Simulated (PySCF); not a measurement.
## W²⁺: excitation energy

W²⁺ [Xe] 4f14 5d4 (5D) → W²⁺ [Xe] 4f14 5d3 6p1 (high-spin determinant), as a difference of total energies. Calculation: PySCF 2.14, in x2c-TZVPPall (11s7p7d3f1g, 97 functions); scalar relativity by spin-free X2C-1e. Correlated levels: valence: [Xe] 4f14 frozen. The calculations carry no spin-orbit coupling.

| method | excitation energy (eV) |
| --- | --- |
| UHF | 7.747 |
| MP2 (valence) | 8.303 |
| SCS-MP2 (valence) | 8.261 |
| CCSD (valence) | 8.259 |
| CCSD(T) (valence) | 8.238 |

Problem. How much does correlation contribute at CCSD(T) (valence)?

Solution. 8.238 − (7.747) = 0.491 eV, measured against UHF.

A first-order spin-orbit estimate (lowest level to lowest level, LS coupling) adds -0.573 eV.

The basis was made for the ground configuration and has no added diffuse functions, so the excitation energy can come out too high.

The determinant of the upper state mixes LS terms, which raises its energy above the lowest term, most at the Hartree-Fock and MP2 levels.
